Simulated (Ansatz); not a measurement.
An input meant for Ru₃H₆⁺ (charge 1, doublet; atoms displaced at random, 0.15 Å in each coordinate).

```yaml
crystal:
  periodic: [false, false, false]
  atoms:
    - {symbol: Ru, position_ang: [-0.058550, 1.334451, 0.107725]}
    - {symbol: Ru, position_ang: [-0.991039, -0.882388, -0.560601]}
    - {symbol: Ru, position_ang: [1.622852, -0.533988, 0.089588]}
    - {symbol: H, position_ang: [1.747146, 0.547804, -0.711227]}
    - {symbol: H, position_ang: [-1.349894, 0.987145, 0.947330]}
    - {symbol: H, position_ang: [-0.468756, -1.757189, 0.807490]}
    - {symbol: H, position_ang: [1.394294, 0.212808, 1.753130]}
    - {symbol: H, position_ang: [-0.956463, 1.400232, -1.372181]}
    - {symbol: H, position_ang: [-0.144999, -1.365104, -1.465283]}
basis:
  gaussian: {orbitals: def2-mTZVPP, fitting: {mean_field: cc-pVTZ-jkfit}, final_grid: {core_spheres: 20, valence_spheres: 16, degree: 47}}
total_charge: 1
magnetization: {spin_polarized: true, initial_magnetization: 1}
hamiltonian: {xc: {name: revPBE}, dispersion: d3bjatm}
scf: {omitted_lower_state_checks: [starts]}
output: {forces: true}
```

```sh
$ ansatz run in.yaml --threads 4 --pin off --events-out ev --progress --plain --max-ram 3916MiB
```

Predict how Ansatz answers.

The input was rejected before any iteration.
```
Functional definition: revPBE
Error: [file] the basis set cc-pVTZ-JKFIT has no functions for Ru
```
